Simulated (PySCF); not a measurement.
C7H11FSi2.
Z-matrix (Å and degrees, PBE0-D3(BJ)/def2-SVP geometry), rows numbered from 1:
```
F 
C   1  1.3768
C   2  1.5012  1  110.82
C   3  1.3965  2  119.14  1  -141.33
C   4  1.4008  3  121.77  2  -178.03
Si  5  1.8800  4  121.02  3  -179.42
C   5  1.4010  4  117.84  3    -0.42
C   7  1.3924  5  120.70  4     0.17
C   8  1.4021  7  121.58  5     0.10
Si  9  1.8901  3  123.76  2    -2.02
H   2  1.1052  1  107.50  3   121.15
H   2  1.1016  1  108.49  3  -121.91
H   4  1.0951  3  118.68  2     2.31
H   6  1.4951  5  110.74  4   116.90
H   6  1.4939  5  109.08  4    -3.24
H   6  1.4951  5  110.66  4  -123.46
H   7  1.0943  5  120.31  4  -179.74
H   8  1.0939  7  118.94  5   179.78
H  10  1.4911  9  112.78  3   -79.86
H  10  1.4966  9  106.06  3   162.10
H  10  1.4927  9  111.43  3    44.29
```

Computed, not measured: PySCF 2.14.0, PBE0-D3(BJ)/def2-SVP geometry optimisation, gas phase.

Masses are those of the commonest isotopes; rigid-rotor values at the optimised geometry. The values belong to one conformer with, in the numbering `[F:1][CH2:2][c:3]1[cH:4][c:5]([SiH3:6])[cH:7][cH:8][c:9]1[SiH3:10]`, F1–C2–C3–C4 -141°.

Problem. What are A, B and C (GHz)?

Solution. Ia = 259.05, Ib = 939.21, Ic = 1170.13 u·Å²; 505379 MHz·u·Å²/I gives 1951, 538.1 and 431.9 MHz, that is A = 1.9509, B = 0.5381, C = 0.4319 GHz.

Problem. Classify the top.

Solution. An asymmetric top. Ray's parameter κ = (2B − A − C)/(A − C) = -0.860; −1 is the prolate and +1 the oblate limit.

Problem. Is it planar, by Δ = Ic − Ia − Ib?

Solution. Not planar: Δ = Ic − Ia − Ib = -28.14 u·Å². For a rigid frame Δ = −2 Σ m c², so Σ m c² = 14.07 u·Å² lies off the ab plane: 8.02 from hydrogen and 6.04 from heavier atoms. The atom farthest from that plane is 1.39 Å away.

Problem. Give the other two planar moments, Paa and Pbb, and the rms extents of the mass along the axes.

Solution. Paa = Σ m a² = (Ib + Ic − Ia)/2 = 925.14 and Pbb = Σ m b² = (Ia + Ic − Ib)/2 = 244.98 u·Å². With the mass M = 170.04 u, the rms extents √(P/M) along a, b and c are 2.33, 1.20, 0.29 Å.

Problem. Give the coordinates in the principal-axis frame, origin at the centre of mass.

Solution. The sense of each axis is arbitrary; atoms in the order of the calculation.
```json
{"atom": "F1", "mass (u)": "18.998", "a (Å)": "-2.517", "b (Å)": "-1.638", "c (Å)": "-0.445"}
{"atom": "C2", "mass (u)": "12.000", "a (Å)": "-1.397", "b (Å)": "-1.808", "c (Å)": "0.338"}
{"atom": "C3", "mass (u)": "12.000", "a (Å)": "-0.442", "b (Å)": "-0.663", "c (Å)": "0.160"}
{"atom": "C4", "mass (u)": "12.000", "a (Å)": "0.930", "b (Å)": "-0.919", "c (Å)": "0.131"}
{"atom": "C5", "mass (u)": "12.000", "a (Å)": "1.871", "b (Å)": "0.112", "c (Å)": "0.008"}
{"atom": "Si6", "mass (u)": "27.977", "a (Å)": "3.713", "b (Å)": "-0.259", "c (Å)": "-0.045"}
{"atom": "C7", "mass (u)": "12.000", "a (Å)": "1.393", "b (Å)": "1.425", "c (Å)": "-0.095"}
{"atom": "C8", "mass (u)": "12.000", "a (Å)": "0.025", "b (Å)": "1.687", "c (Å)": "-0.072"}
{"atom": "C9", "mass (u)": "12.000", "a (Å)": "-0.918", "b (Å)": "0.658", "c (Å)": "0.056"}
{"atom": "Si10", "mass (u)": "27.977", "a (Å)": "-2.751", "b (Å)": "1.118", "c (Å)": "0.071"}
{"atom": "H11", "mass (u)": "1.008", "a (Å)": "-1.732", "b (Å)": "-1.878", "c (Å)": "1.388"}
{"atom": "H12", "mass (u)": "1.008", "a (Å)": "-0.919", "b (Å)": "-2.762", "c (Å)": "0.062"}
{"atom": "H13", "mass (u)": "1.008", "a (Å)": "1.272", "b (Å)": "-1.957", "c (Å)": "0.201"}
{"atom": "H14", "mass (u)": "1.008", "a (Å)": "4.299", "b (Å)": "0.158", "c (Å)": "-1.355"}
{"atom": "H15", "mass (u)": "1.008", "a (Å)": "3.921", "b (Å)": "-1.726", "c (Å)": "0.141"}
{"atom": "H16", "mass (u)": "1.008", "a (Å)": "4.431", "b (Å)": "0.482", "c (Å)": "1.037"}
{"atom": "H17", "mass (u)": "1.008", "a (Å)": "2.092", "b (Å)": "2.260", "c (Å)": "-0.197"}
{"atom": "H18", "mass (u)": "1.008", "a (Å)": "-0.316", "b (Å)": "2.723", "c (Å)": "-0.151"}
{"atom": "H19", "mass (u)": "1.008", "a (Å)": "-3.411", "b (Å)": "0.905", "c (Å)": "-1.249"}
{"atom": "H20", "mass (u)": "1.008", "a (Å)": "-2.808", "b (Å)": "2.580", "c (Å)": "0.386"}
{"atom": "H21", "mass (u)": "1.008", "a (Å)": "-3.491", "b (Å)": "0.377", "c (Å)": "1.135"}
```

Problem. Where do the levels up to J = 2 lie, in MHz?

Solution. Above 0(0,0):
J = 1: 1(0,1) 970, 1(1,1) 2383, 1(1,0) 2489
J = 2: 2(0,2) 2904, 2(1,2) 4217, 2(1,1) 4535, 2(2,1) 8774, 2(2,0) 8779
The levels of one J sum to (2J + 1)J(J + 1)(A + B + C)/3.

Problem. Which types of transition are allowed, and where do some lines up to J = 2 fall?

Solution. The dipole components are |μa| = 1.24 D, |μb| = 0.45 D, |μc| = 0.77 D. The squared components, which scale the intensities, stand as 1.00 : 0.13 : 0.39 (a : b : c). Some lines, for components of 0.1 D or more:

| type | branch | J(Ka,Kc) | MHz | lower level (cm⁻¹) |
| --- | --- | --- | --- | --- |
| a | Q | 2(1,1) ← 2(1,2) | 319 | 0.141 |
| b | Q | 1(1,0) ← 1(0,1) | 1519 | 0.032 |
| b | Q | 2(1,1) ← 2(0,2) | 1631 | 0.097 |
| a | R | 2(1,2) ← 1(1,1) | 1834 | 0.079 |
| a | R | 2(0,2) ← 1(0,1) | 1934 | 0.032 |
| b | R | 1(1,1) ← 0(0,0) | 2383 | 0.000 |
| c | R | 2(1,1) ← 1(0,1) | 3565 | 0.032 |
| c | Q | 2(2,1) ← 2(1,1) | 4238 | 0.151 |
| b | Q | 2(2,1) ← 2(1,2) | 4557 | 0.141 |
| c | R | 2(2,0) ← 1(1,0) | 6290 | 0.083 |
| c | R | 2(2,1) ← 1(1,1) | 6391 | 0.079 |
| b | R | 2(2,0) ← 1(1,1) | 6397 | 0.079 |

Problem. Estimate the classical rotational partition function at 10 K, 100 K and 200 K.

Solution. Point group C1, symmetry number σ = 1; q = (√π/σ)·√((kT/h)³/(ABC)), k/h = 20836.6 MHz/K: 7920 at 10 K, 250000 at 100 K, 708000 at 200 K.

Stationary, but not proved a minimum. No vibrational averaging or centrifugal distortion is included, and the geometry carries the error of its method. A rigid rotor knows nothing of internal rotation, which can split or shift real lines.
